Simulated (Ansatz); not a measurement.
Input file for F$_{2}$GeH$_{2}$N (`[NH2][Ge]([F])[F]`) radical:

```yaml
crystal:
  periodic: [false, false, false]
  atoms:
    - {symbol: N, position_ang: [-0.209985, 0.851698, -0.337917]}
    - {symbol: Ge, position_ang: [-0.063257, -0.777365, 0.494768]}
    - {symbol: F, position_ang: [1.530789, -0.792603, 1.183102]}
    - {symbol: F, position_ang: [-0.040374, -1.943935, -0.791149]}
    - {symbol: H, position_ang: [-0.118840, 1.641565, 0.290269]}
    - {symbol: H, position_ang: [-1.056333, 0.956640, -0.885170]}
basis:
  gaussian: {orbitals: def2-TZVPP}
magnetization: {spin_polarized: true, initial_magnetization: 1}
correlation: {method: ccsd_t}
scf: {omitted_lower_state_checks: [cluster_reference]}
output: {orbitals: {seedname: orbitals}}
```

```sh
$ ansatz run in.yaml --threads 4 --pin off --events-out ev --progress --plain
```

Log, shortened:

```
Functional definition: HF
1085 factors; integrals over basis functions are off by at most 9.1e-4 eV
mean field evaluation 1: about -63399.3623 eV, gradient 3.4e1 eV
mean field evaluation 2: about -63399.3672 eV, gradient 3.4e1 eV
mean field evaluation 4: about -63403.6995 eV, gradient 2.8e0 eV
mean field evaluation 8: about -63403.7973 eV, gradient 1.8e-1 eV
mean field -63403.79803765 eV, -2330.0466012458 hartree, gradient 4.2e-6 eV, S^2 0.764262; 0 other end points of the search recorded, 0 dependent functions left out
12 core orbitals not correlated: weight in the atoms' cores, before any rotation towards them, 1.000 or more for the frozen orbitals, at most 0.000 for the correlated occupied ones
reference -63403.79803765 eV, -2330.0466012458 hartree; 18, 17 occupied and 139, 140 virtual orbitals, 1085 factors
second order -25.65640525 eV of doubles, -0.00000000 eV of singles
cycle   1  -24.99470869 eV  change    6.6e-1 eV  update   1.2e-1
cycle   2  -25.59464368 eV  change   -6.0e-1 eV  update   3.6e-2
cycle   3  -25.73771172 eV  change   -1.4e-1 eV  update   2.0e-2
cycle   4  -25.72719545 eV  change    1.1e-2 eV  update   6.8e-3
cycle   5  -25.72084918 eV  change    6.3e-3 eV  update   3.5e-3
cycle   6  -25.72327102 eV  change   -2.4e-3 eV  update   1.7e-3
cycle   7  -25.72374418 eV  change   -4.7e-4 eV  update   8.2e-4
cycle   8  -25.72367059 eV  change    7.4e-5 eV  update   4.1e-4
cycle   9  -25.72377041 eV  change   -1.0e-4 eV  update   1.9e-4
cycle  10  -25.72371465 eV  change    5.6e-5 eV  update   8.3e-5
cycle  11  -25.72371722 eV  change   -2.6e-6 eV  update   3.6e-5
perturbative correction -0.87335361 eV, -0.0320951534 hartree
Total energy: -63430.39510848 eV, -2331.0240255708 hartree
Checks for a lower state left out: cluster_reference
```

It took 90 s on 4 threads of a server CPU on a shared host, with 4.2 GiB of host memory at the peak.

MP2 recovers 96.5 % of the CCSD(T) correlation energy and the triples give 3.3 %; T1 = 0.0149.
